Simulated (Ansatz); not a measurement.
Species: BN₂H₄, charge 0, doublet. BN2H4 (SMILES N[B]N, doublet).
B3LYP-D3(BJ)/def2-TZVP minimum from Ansatz (a program for electronic structure):
```xyz
7

B      0.1267    -0.2375    -0.4493
N     -0.4880     1.0141    -0.5662
H     -0.6797     1.4411    -1.4539
H     -0.7824     1.5768     0.2212
N      0.4435    -0.9305     0.7242
H      0.2531    -0.5849     1.6557
H      0.8875    -1.8305     0.7171
```
Charge 0, spin multiplicity 2.

Quantity: atomisation energy (electronic, to ground-state atoms), in kJ/mol. Open shells are spin-unrestricted; no spin-orbit coupling. CBS(X,Y): correlation extrapolated as X^-3, Hartree-Fock from the larger set. A bracket is a step between two methods taken in the basis named. The functionals are non-relativistic, so their misses hold any scalar relativity. Double hybrids freeze cores in their MP2 part. '+ core + X2C': CCSD(T) terms for core correlation (cc-pwCVTZ) and scalar relativity (cc-pVTZ-DK). For partners of very few electrons the exact lower level stands in for a higher one.

CCSD(T)/CBS(cc-pVTZ,cc-pVQZ) + [CCSDT(Q) - CCSD(T)]/cc-pVDZ + core + X2C (Ansatz) gives 2484.8 kJ/mol.

Q: What does PBE/def2-TZVPD (Ansatz) give here, and how do the other levels compare?

A: PBE gives 2566.3 kJ/mol, 81.5 kJ/mol above it. Differences of the others: B3LYP/def2-TZVPD (Ansatz) 23.9; B2PLYP/def2-TZVPD (Ansatz) -13.5; CCSD(T)/CBS(cc-pVTZ,cc-pVQZ) + core + X2C (Ansatz) -2.6 kJ/mol. Nearer than PBE: B3LYP/def2-TZVPD, B2PLYP/def2-TZVPD, CCSD(T)/CBS(cc-pVTZ,cc-pVQZ) + core + X2C.
